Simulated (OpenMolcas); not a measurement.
# V2+: ligand-field states by method

V2+ with its 6 nearest oxide ions at 2.147 Å, on the Mg site of MgO (a = 4.2112 Å, distance in the model lattice 2.106 Å). The rest of the host is ab initio model potentials to 7.6 Å, with orthogonalisation functions on the cations behind the ligands, and point charges beyond; the distance is set by hand and nothing relaxes. Ligand basis ANO-RCC-VDZP.
```
V     0.0000    0.0000    0.0000
O     2.1470    0.0000    0.0000
O     0.0000    2.1470    0.0000
O    -2.1470    0.0000    0.0000
O     0.0000   -2.1470    0.0000
O     0.0000    0.0000    2.1470
O     0.0000    0.0000   -2.1470
```

- Program: OpenMolcas
- Basis: ANO-RCC-VTZP [6s5p3d2f1g]
- Scalar Hamiltonian: DKH2, point nucleus
- Active space: 3 electrons in 5 orbitals (3d)
- State averaging: 2S+1 = 4 even, 10 roots; 2S+1 = 2 even, 40 roots
- Spin-orbit coupling: RASSI with atomic mean-field integrals over the reference wave functions

I. CASSCF
II. SS-CASPT2, IPEA 0.25 Eh, imaginary shift 0.1 Eh (closed shells correlated: 3s 3p and the ligand valence shells)
III. SS-CASPT2, IPEA 0 Eh, imaginary shift 0.1 Eh (closed shells correlated: 3s 3p and the ligand valence shells)

Spin-free states (labels of O, the rotations of Oh) in cm-1, each column counted from its own energy of the first state listed:

```tsv
State	Degeneracy	I	II	III
4A2	1	0	0	0
4T2	3	14639	16360	16550
2E	2	15868	11560	11550
2T1	3	16605	12230	12330
4T1	3	22625	22770	22300
2T2	3	22991	17540	17220
2A1	1	27763	24670	23570
2T2	3	30954	28750	28480
2T1	3	31258	28670	28430
2E	2	32835	29010	28350
4T1	3	35235	35120	34670
2T1	3	37273	33740	33240
2T2	3	43611	38420	37850
2A2	1	45410	38970	37790
2T1	3	46228	45900	45910
2T2	3	49395	47320	47420
2E	2	52888	47540	46650
2T1	3	55957	52510	51890
2E	2	72258	67980	68040
2T2	3	74276	68040	68420
```

From I to II, I's first state of the same spin (4T2) moves from 14639 to 16360 cm-1, by about +1700 cm-1.

From I to II, I's first state of another spin (2E) moves from 15868 to 11560 cm-1, by about -4300 cm-1.

I: A least-squares ligand-field fit to the states below 45000 cm-1, each weighted by its degeneracy and with a free common offset, gives 10Dq = 14871 cm-1, B = 914 cm-1 and C = 3185 cm-1 (C/B = 3.48), with an rms deviation of 182 cm-1. The same method and metal basis give the free ion B = 959 cm-1 (fit to its terms below 60000 cm-1, rms deviation 74 cm-1), so the nephelauxetic ratio is β = 914 / 959 = 0.95; it hangs on how both fits weigh the states, and computed free-ion B values tend to be too large, so β mixes covalency with correlation.

II: A least-squares ligand-field fit to the states below 45000 cm-1, each weighted by its degeneracy and with a free common offset, gives 10Dq = 16272 cm-1, B = 693 cm-1 and C = 2325 cm-1 (C/B = 3.35), with an rms deviation of 512 cm-1. The same method and metal basis give the free ion B = 813 cm-1 (fit to its terms below 60000 cm-1, rms deviation 360 cm-1), so the nephelauxetic ratio is β = 693 / 813 = 0.85; it hangs on how both fits weigh the states, and computed free-ion B values tend to be too large, so β mixes covalency with correlation.

III: A least-squares ligand-field fit to the states below 45000 cm-1, each weighted by its degeneracy and with a free common offset, gives 10Dq = 15939 cm-1, B = 671 cm-1 and C = 2261 cm-1 (C/B = 3.37), with an rms deviation of 640 cm-1. The same method and metal basis give the free ion B = 813 cm-1 (fit to its terms below 60000 cm-1, rms deviation 385 cm-1), so the nephelauxetic ratio is β = 671 / 813 = 0.83; it hangs on how both fits weigh the states, and computed free-ion B values tend to be too large, so β mixes covalency with correlation.

From I to II, 10Dq changes by +9 %, B by -24 % and C by -27 %.

χT at 300 K: I 1.86, II 1.86, III 1.86 cm3 K/mol.

Roots that are degenerate in the reference are averaged as groups; the widest CASPT2 spread within a group is 300 cm-1 (the 3-fold group of multiplicity 2 near 68400 cm-1 above the lowest state of its run, III). Shifts and gaps below about the spread of the groups concerned are not significant. Over all roots computed the reference weight is 0.71 to 0.72 in II, 0.70 to 0.71 in III; a low but even weight reflects the number of correlated electrons. Ligand-to-metal charge-transfer states are missing. With no ligand orbital active B as a rule stays too high, so bands that hang on it stand too high and its fall with covalency is understated. Without dynamic correlation the repulsion within the d shell is too large (B by tens of per cent), so at a given field states of lower spin stand too high (holds for I). With metal d orbitals alone and no dynamic correlation 10Dq can be off by a tenth to a fifth, either way, in oxide and fluoride hosts (holds for I). With one d shell and no ligand orbital active, 10Dq can be off by tens of per cent for divalent 3d ions, low with halides held by bare charges and at times high in hosts (holds for II; III). No measured value stands beside these numbers; the geometry was set by hand and not optimised.
